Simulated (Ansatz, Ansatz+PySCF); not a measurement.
```yaml
atoms:
  - { symbol: F, position_ang: [0.0000, 0.0000, -1.1356] }
  - { symbol: F, position_ang: [0.0000, 0.0000, 1.1356] }
```

Basis set: STO-3G (spherical functions). Left uncorrelated: 2 orbitals. Charge 0, multiplicity 1.

Computed with Ansatz (development build ahead of 0.2.0); each method stands on the lowest determinant of its kind that the runs found. Restricted open shells among the atoms or ions are ROHF, correlated in semicanonical orbitals with singles. Restricted functionals stand beside restricted open-shell atoms, which can lie above the unrestricted atoms usual in DFT and then raise those values.

Q: Give the atomization energy at this shape (free ground-state atoms in the same class of orbitals less the molecule, no zero-point energy) of singlet F₂ by PBE0 (unrestricted), PBE0 (restricted), UHF-MP2, RHF-MP2, RHF, UHF.

A:

```
             method  atomization energy
PBE0 (unrestricted)          7.2 kJ/mol
  PBE0 (restricted)       -264.2 kJ/mol
            UHF-MP2          0.2 kJ/mol
            RHF-MP2       -207.2 kJ/mol
                RHF       -835.6 kJ/mol
                UHF          0.0 kJ/mol
```

Caution: the shape is not the minimum. Caution for PBE0 (unrestricted), UHF-MP2, UHF: the unrestricted determinant is a mixture of spin states. Caution for PBE0 (restricted), RHF-MP2, RHF: an unrestricted determinant lies well below; the molecule lies well above its atoms at this level. Caution for UHF-MP2, RHF-MP2: large amplitudes, a single reference is doubtful. Caution for UHF-MP2, UHF: the determinant may break the point group. Caution for RHF-MP2: the program doubts this total.

This basis has no polarisation functions and is too small for such energies, which can lie far from measured ones in either direction.
